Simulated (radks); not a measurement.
As IV, 30 electrons, occupied as [Ar] 3d10 4s2 (the NIST ground configuration).

All-electron calculation, non-relativistic Kohn-Sham, LDA (Slater exchange, Perdew-Wang correlation), spin-unpolarised, spherical densities, point nucleus. Program: a radial shooting solver on a logarithmic mesh with Libxc functionals.

Energy parts (hartree):
total: -2230.48170
kinetic: 2228.46736
electron-nucleus: -5301.50948
Hartree: 921.27261
exchange-correlation: -78.71219

Orbitals (lengths in bohr, moments of r in powers of bohr; r(90%) holds 90 % of the orbital's charge):
[
 {"orbital": "1s", "occ.": "2", "eigenvalue (hartree)": "-424.6296", "<r^2>": "0.002888", "<r>": "0.04644", "r(90%)": "0.0827", "<r^4>": "0.00002120"},
 {"orbital": "2s", "occ.": "2", "eigenvalue (hartree)": "-54.36618", "<r^2>": "0.05046", "<r>": "0.2070", "r(90%)": "0.320", "<r^4>": "0.004387"},
 {"orbital": "2p", "occ.": "6", "eigenvalue (hartree)": "-48.80371", "<r^2>": "0.03916", "<r>": "0.1789", "r(90%)": "0.292", "<r^4>": "0.003067"},
 {"orbital": "3s", "occ.": "2", "eigenvalue (hartree)": "-7.99599", "<r^2>": "0.4289", "<r>": "0.6101", "r(90%)": "0.911", "<r^4>": "0.2952"},
 {"orbital": "3p", "occ.": "6", "eigenvalue (hartree)": "-6.11644", "<r^2>": "0.4545", "<r>": "0.6220", "r(90%)": "0.954", "<r^4>": "0.3551"},
 {"orbital": "3d", "occ.": "10", "eigenvalue (hartree)": "-2.80239", "<r^2>": "0.5631", "<r>": "0.6696", "r(90%)": "1.12", "<r^4>": "0.7173"},
 {"orbital": "4s", "occ.": "2", "eigenvalue (hartree)": "-1.62336", "<r^2>": "3.510", "<r>": "1.762", "r(90%)": "2.57", "<r^4>": "18.62"}
]

The highest occupied level is 4s at -44.174 eV. Summed over all electrons, <r^2> = 16.58 bohr^2, which gives a Langevin (diamagnetic) susceptibility term of -13.1 x 10^-6 cm^3/mol.
